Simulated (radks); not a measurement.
Values are calculated unless marked as measured or tabulated.
Task: Species: the lead ion Pb2+. Configuration: [Hg] (the NIST ground configuration). Level of theory: Dirac Kohn-Sham, PBE, spin-unpolarised, spherical densities, finite nucleus; Fermi nuclear charge, rms radius 5.5012 fm (a radial shooting solver on a logarithmic mesh with Libxc functionals). Some entries of the table are withheld. Estimate them.

| orbital | occ. | eigenvalue (eV) | <r^2> (bohr^2) |
|---|---|---|---|
| 1s1/2 | 2 | -87934.27 | 0.0003576 |
| 2s1/2 | 2 | (1) | 0.005367 |
| 2p1/2 | 2 | -15112.84 | 0.003775 |
| 2p3/2 | 4 | -12923.56 | 0.004956 |
| 3s1/2 | 2 | -3788.214 | 0.03477 |
| 3p1/2 | 2 | -3508.393 | 0.03159 |
| 3p3/2 | 4 | -3019.943 | 0.03792 |
| 3d3/2 | 4 | (2) | 0.02892 |
| 3d5/2 | 6 | (3) | 0.03064 |
| 4s1/2 | 2 | -870.5637 | 0.1668 |
| 4p1/2 | 2 | -749.1485 | (4) |
| 4p3/2 | 4 | -629.5894 | (5) |
| 4d3/2 | 4 | -431.1993 | 0.2083 |
| 4d5/2 | 6 | -408.8808 | 0.2190 |
| 5s1/2 | 2 | -160.4131 | 0.8187 |
| 4f5/2 | 6 | -152.0976 | (6) |
| 4f7/2 | 8 | -147.0662 | (7) |
| 5p1/2 | 2 | -118.9647 | 0.9400 |
| 5p3/2 | 4 | -96.6353 | 1.139 |
| 5d3/2 | 4 | -39.4119 | (8) |
| 5d5/2 | 6 | -36.7986 | (9) |
| 6s1/2 | 2 | -27.4189 | 5.325 |

Result: 
(1) 2s1/2 eigenvalue (eV): -15729.36
(2) 3d3/2 eigenvalue (eV): -2557.449
(3) 3d5/2 eigenvalue (eV): -2453.491
(4) 4p1/2 <r^2> (bohr^2): 0.1691
(5) 4p3/2 <r^2> (bohr^2): 0.2003
(6) 4f5/2 <r^2> (bohr^2): 0.2434
(7) 4f7/2 <r^2> (bohr^2): 0.2503
(8) 5d3/2 <r^2> (bohr^2): 1.860
(9) 5d5/2 <r^2> (bohr^2): 1.997
